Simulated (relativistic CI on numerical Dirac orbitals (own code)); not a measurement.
## What each ingredient does to the levels of I XXXVII

Base calculation: Dirac-Coulomb-Breit CI, orbitals from a KLI potential per configuration, model QED, unscaled Slater integrals.

CI space (outside the closed core [Ne]): 3s²3p⁵, 3s3p⁶, 3s²3p⁴3d, 3s3p⁵3d, 3p⁶3d, 3s3p⁴3d², 3s²3p³3d4p, 3p⁶4s, 3s3p⁴3d4s, 3s²3p⁴4s, 3p⁶4p, 3s²3p⁴4p, 3s²3p⁴4d, 3p⁵3d4p, 3s3p⁵4s, 3s²3p⁴4f, 3s3p⁵4p, 3s3p⁵4d, 3s3p⁵4f, 3s²3p⁴5s, 3s²3p⁴5p, 3s²3p⁴5d, 3s²3p³4s4p, 3s²3p⁴5f, 3s²3p⁴5g, 3s3p⁴4s², 3s3p⁵5s, 3s3p⁵5p, 3s²3p³3d², 3s²3p²3d³, 3s3p³3d³, 3s²3p²3d²4s, 3s²3p²3d²4p, 3s²3p²3d²4d, 3p⁵3d², 3p⁴3d³, 3p⁴3d²4s, 3p⁴3d²4p, 3p⁴3d²4d, 3s²3p³3d4s, 3s3p³3d²4s, 3s²3p²3d4s², 3s²3p²3d4s4p, 3s²3p²3d4s4d, 3p⁵3d4s, 3p⁴3d4s², 3p⁴3d4s4p, 3p⁴3d4s4d, 3s²3p³4s², 3s3p³3d4s², 3s²3p²4s²4p, 3s²3p²4s²4d, 3s²3p³4p², 3s²3p²3d4p², 3s3p³3d4p², 3s²3p²4s4p², 3s²3p²4p³, 3s²3p²4p²4d. Double excitations out of closed p, d and f shells are left out; levels of such configurations are missing from the list, as are those of other unlisted configurations, and high levels can miss mixing partners. These lack a partner that the ground configuration has and come out too high: 3s²3p⁴4f, 3s3p⁵4p, 3s3p⁵4d, 3s3p⁵4f, 3s²3p⁴5s.

Variants: (1) P86 correlation estimate; (2) configuration mixing switched off; (3) only the first 3 configurations. Shifts of the energy above 3s²3p⁵ ²P°3/2, in cm⁻¹, for the lowest level and the first level of each name with at least 55 % of one term (blank where a level changes its place among those of its configuration and J or its character, or is not in the variant):

```json
{"Level": "3s²3p⁵ ²P°3/2", "Base": "0", "Δ(1)": "0", "Δ(2)": "0", "Δ(3)": "0"}
{"Level": "3s²3p⁵ ²P°1/2", "Base": "571524", "Δ(1)": "+16", "Δ(2)": "+4829", "Δ(3)": "+4829"}
{"Level": "3s²3p⁴3d ⁴F9/2", "Base": "1385103", "Δ(1)": "+2926", "Δ(2)": "-23560", "Δ(3)": "-23560"}
{"Level": "3s²3p⁴3d ⁴D1/2", "Base": "1740386", "Δ(1)": "+2937", "Δ(2)": "-17046", "Δ(3)": "-15927"}
{"Level": "3s²3p⁴3d ²G7/2", "Base": "1862096", "Δ(1)": "+2937", "Δ(2)": "-18590", "Δ(3)": "-18590"}
{"Level": "3s²3p⁴3d ²G9/2", "Base": "1981125", "Δ(1)": "+2937", "Δ(2)": "-18600", "Δ(3)": "-18600"}
{"Level": "3s3p⁵3d ⁴P°1/2", "Base": "2578059", "Δ(1)": "+4924", "Δ(2)": "+113494", "Δ(3)": ""}
{"Level": "3s3p⁵3d ⁴F°9/2", "Base": "2798292", "Δ(1)": "+4891", "Δ(2)": "+54486", "Δ(3)": ""}
```

At this charge energies of transitions that change n are usually good to better than 1 %, and those within a shell (Δn = 0) to a few per cent.

Ionisation energy from the two ground configurations alone: base 2510.07 eV; P86 correlation estimate 2512.05 eV. The NIST ASD value (theoretical) is 2510 eV.

LS names give the leading component of a level, which can be under half, so a name can repeat, a term be missing and a line seem to break the LS rules.
